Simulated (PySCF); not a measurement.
A species of formula C4H10NSi2 (doublet) has this rotational fingerprint, computed with PBE0-D3(BJ)/def2-SVP geometry optimisation, gas phase (PySCF):

```
Rotational constants : A = 3165, B = 1084, C = 845.2 MHz
Dipole components    : |μa| = 0.39 D, |μb| = 0.10 D, |μc| = 0.01 D
Inertial defect      : -28.03 u·Å²
κ                    : -0.79
```

Task: Which structure is it? (One computed conformer of each.)
A. `[CH2:1]=[CH:2]/[C:3]=[CH:4]/[N:5]([SiH3:6])[SiH3:7]` (doublet state) with C3–C4–N5–Si6 -174°
B. `[CH2:1]=[CH:2]/[CH:3]=[CH:4]\[N:5]([SiH2:6])[SiH3:7]` (doublet state) with C1–C2–C3–C4 -176°, C3–C4–N5–Si6 29°, C4–N5–Si6–H 38° and 157°
C. `[CH2:1]=[C:2]/[CH:3]=[CH:4]\[N:5]([SiH3:6])[SiH3:7]` (doublet state) with C3–C4–N5–Si6 167°

Result: C. It is C=[C]/C=C\N([SiH3])[SiH3], an asymmetric top, point group C1. The candidates at the same level (rigid rotor, commonest isotopes):

| SMILES | A (MHz) | B (MHz) | C (MHz) | μa (D) | μb (D) | μc (D) | Δ (u·Å²) | point group | rotor |
| --- | --- | --- | --- | --- | --- | --- | --- | --- | --- |
| C=C/[C]=C/N([SiH3])[SiH3] | 3269 | 888.4 | 742.5 | 0.11 | 0.10 | 0.00 | -42.77 | C1 | asymmetric top |
| C=[C]/C=C\N([SiH3])[SiH3] | 3165 | 1084 | 845.2 | 0.39 | 0.10 | 0.01 | -28.03 | C1 | asymmetric top |
| C=C/C=C\N([SiH2])[SiH3] | 3165 | 987.2 | 796.8 | 0.65 | 0.45 | 0.09 | -37.34 | C1 | asymmetric top |

`C=C/[C]=C/N([SiH3])[SiH3]` has B 18 % too low; `C=C/C=C\N([SiH2])[SiH3]` has B 9 % too low. No structure here is proved a minimum.
